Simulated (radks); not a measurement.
Results of a calculation; reference values are marked as such.
S2+, 14 electrons, occupied as [He] 2s2 2p5 3s2 3p3 (not the ground configuration).

Level of theory: scalar-relativistic Kohn-Sham, BLYP, spin-polarised, spherical densities, finite nucleus; open shells are filled with parallel spins first; Fermi nuclear charge, rms radius 3.2611 fm (a radial shooting solver on a logarithmic mesh with Libxc functionals).

Energy parts (hartree):
total: -392.07597
kinetic: 393.69592
electron-nucleus: -915.44103
Hartree: 153.81421
exchange-correlation: -24.14507

Orbitals (lengths in bohr, moments of r in powers of bohr; <r^-3> diverges for s and p1/2; r(max) is where P^2 peaks; r(90%) holds 90 % of the orbital's charge):
orbital,occ.,eigenvalue (hartree),<r^4>,r(max),<r^-3>,r(90%)
1s up,1,-90.81081,0.0004115,0.06330,-,0.173
1s down,1,-90.71257,0.0004099,0.06327,-,0.173
2s up,1,-9.59759,0.1207,0.3825,-,0.730
2s down,1,-9.43944,0.1223,0.3838,-,0.733
2p up,3,-7.65961,0.1071,0.3178,87.32,0.705
2p down,2,-7.47464,0.1098,0.3196,86.29,0.710
3s up,1,-1.63363,9.994,1.290,-,2.20
3s down,1,-1.49259,11.09,1.296,-,2.26
3p up,3,-1.18874,15.47,1.372,9.228,2.46
3p down,0,-1.05739,18.65,1.393,8.811,2.58

The highest occupied level is 3p up at -32.347 eV. The electron density at the nucleus is 2976 e/bohr^3 (large components only). The density falls to 0.001 e/bohr^3 at r = 3.32 bohr. Spin moment in Bohr magnetons: 4. Summed over all electrons, <r^2> = 15.93 bohr^2, which gives a Langevin (diamagnetic) susceptibility term of -12.6 x 10^-6 cm^3/mol. The spin density at the nucleus is -0.178 e/bohr^3 (1s -1.891, 2s 1.429, 3s 0.284).
